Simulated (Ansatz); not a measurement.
A run on C2H9InO3S, SMILES `C[S+](C)[In-]([OH])([OH])[OH]` with other settings.

```yaml
crystal:
  periodic: [false, false, false]
  atoms:
    - {symbol: C, position_ang: [-0.144521, 0.500709, 1.920581]}
    - {symbol: S, position_ang: [1.168351, 0.300238, 0.706938]}
    - {symbol: C, position_ang: [1.310899, -1.493061, 0.661798]}
    - {symbol: In, position_ang: [-0.431201, 0.635709, -1.386190]}
    - {symbol: O, position_ang: [0.792176, 0.533715, -2.957524]}
    - {symbol: O, position_ang: [-1.242777, 2.359409, -0.777801]}
    - {symbol: O, position_ang: [-1.501098, -1.006185, -0.915917]}
    - {symbol: H, position_ang: [-0.978895, -0.152470, 1.663163]}
    - {symbol: H, position_ang: [0.235637, 0.274298, 2.916370]}
    - {symbol: H, position_ang: [-0.467072, 1.540524, 1.865806]}
    - {symbol: H, position_ang: [2.049407, -1.734395, -0.102761]}
    - {symbol: H, position_ang: [0.345788, -1.928644, 0.399615]}
    - {symbol: H, position_ang: [1.661687, -1.854452, 1.628426]}
    - {symbol: H, position_ang: [0.631454, -0.262125, -3.469996]}
    - {symbol: H, position_ang: [-0.995119, 3.097062, -1.339403]}
    - {symbol: H, position_ang: [-2.434736, -0.810334, -0.813105]}
basis:
  gaussian: {orbitals: def2-mTZVP, fitting: {mean_field: cc-pVTZ-jkfit}, point_charges: [{charge: -1.00, position_ang: [5.641, -0.366, 0.980]}]}
hamiltonian: {xc: {name: B97M-V}}
```

```sh
$ ansatz run in.yaml --threads 2 --pin off --events-out ev --progress --plain --max-ram 31744MiB --backend cpu
```

Shortened log:

```
Functional definition: B97M-V
Error: <dir> the basis set cc-pVTZ-JKFIT has no functions for In
```
